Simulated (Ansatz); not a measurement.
Reaction (ligand exchange at the Al–O bond): `[OH][Al]([OH])[Br]` + H–F → `[OH][Al]([F])[Br]` + H₂O

Gas-phase electronic energies from Ansatz, PBE0-D4/def2-TZVP geometries. CBS: MP2 limit from def2 TZ/QZ plus the TZ coupled-cluster correction, frozen cores. This one scheme is used for every species. DFT in def2-TZVPP. B3LYP here is the variant with VWN-RPA as its local correlation; programs differ in this. HSE06 is defined as in plane-wave codes. For Br outer-core shells are correlated without core-valence functions, which leaves a few kJ/mol of doubt a bond. Scalar relativity is left out up to krypton. Each species was taken in one conformer, which may not be the lowest.

| level | ΔE (kJ/mol) | difference from CCSD(T)/CBS |
| --- | --- | --- |
| LDA (SPW92) | -38.7 | 6.2 |
| B3LYP-D4 | -44.3 | 0.6 |
| r2SCAN0-D4 | -43.4 | 1.5 |
| HSE06-D4 | -41.8 | 3.1 |
| r2SCAN | -44.8 | 0.1 |
| RPA@PBE/def2-TZVPP | -43.2 | 1.7 |
| CCSD/def2-SVP | -49.7 | -4.8 |
| CCSD(T)/def2-SVP | -49.2 | -4.3 |
| CCSD(T)/def2-TZVPP | -42.6 | 2.3 |
| MP2/def2-QZVPP | -43.2 | 1.7 |
| CCSD(T)/CBS | -44.9 | 0 |

Largest T1 diagnostic among the species: 0.010.

In def2-TZVPP, CCSD(T) changes the Hartree–Fock value by +5.8 kJ/mol (the triples alone add +1.0 kJ/mol) and MP2 by +7.3 kJ/mol. Leaving LDA and LC-ωPBE aside and taking each functional with its dispersion term where it has one, the values, not all of them listed here, spread over 6.3 kJ/mol, from B97M-V to HSE06-D4. LDA lies +5.1 kJ/mol from PBE without D4.
